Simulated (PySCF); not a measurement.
# Exercise with solution: oscillator strength and radiative lifetime

PbFBr, SMILES [Br][Pb][F] (connectivity only; charge and spin as stated), neutral, multiplicity 1.

Geometry: PBE0-D3(BJ)/def2-TZVP. The def2 effective core potentials stand for the cores of Pb; spin–orbit coupling is left out.

TDA-PBE0/def2-SVPD in PySCF puts the first singlet state with f over 0.02 at 4.39 eV (vertical), with the transition dipole (0.024, 0.481, 0.000) in atomic units.

Q: Find the oscillator strength, the wavelength and the radiative lifetime that this transition would have in vacuum if emission retraced absorption.

A: 
|μ|² = 0.2319 au, so |μ| = 1.22 D. ΔE = 4.39/27.211 = 0.1613 hartree. f = (2/3) ΔE |μ|² = 0.025 (the program prints 0.025).
λ = 1239.84/4.39 = 282 nm; ν = 35408 cm⁻¹.
Einstein's coefficient A = 0.6670 ν² f s⁻¹ (ν in cm⁻¹) = 2.1e7 s⁻¹, so τ = 1/A = 48 ns. This state is S3; the lower singlets have f = 0.003, 0.019. The figure is the radiative limit of this one transition; relaxation, internal conversion, crossing to triplets and a medium change what is measured.
